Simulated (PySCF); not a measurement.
Compound: C6H6FNO2.
SMILES: `N#C[C@@H]1OC[C@]12CO[C@@H]2F`

A PySCF run (density fitting, gas phase, GFN2-xTB geometry) gave HOMO -6.55 eV, LUMO -1.17 eV, dipole 3.38 D and E = -541.888 Eh.

**Question.** Which of these levels was it?
A. HCTH407/def2-SVPD
B. B97-D/3-21G
C. KT3/3-21G
D. PBE0/def2-SVPD
E. PBE0/pcSseg-1

**Answer.** C. It is KT3/3-21G. All candidates on this geometry:

```csv
level and settings,kind,basis functions,SCF cycles,E (Eh),HOMO (eV),LUMO (eV),dipole (D)
"B97-D/3-21G, energy threshold 1e-07 Eh",GGA,102,10,-533.8542,-6.30,-1.05,3.40
HCTH407/def2-SVPD,GGA,257,15,-536.7200,-7.21,-1.86,3.68
"KT3/3-21G, start guess vsap",GGA,102,16,-541.8882,-6.55,-1.17,3.38
PBE0/def2-SVPD,global hybrid,257,14,-536.2409,-8.64,-0.69,3.82
PBE0/pcSseg-1,global hybrid,200,14,-536.5521,-8.54,-0.51,3.84
```

The nearest other candidate, by the summed differences of HOMO and LUMO, is B97-D/3-21G: its HOMO differs by +0.25 eV and its LUMO by +0.12 eV. B97-D ran without the empirical dispersion term, which would shift the total energy alone. Cycle counts include a coarse-grid stage where the run had one. KT3 was designed for NMR shieldings or shifts; total energies of different functionals aren't comparable.
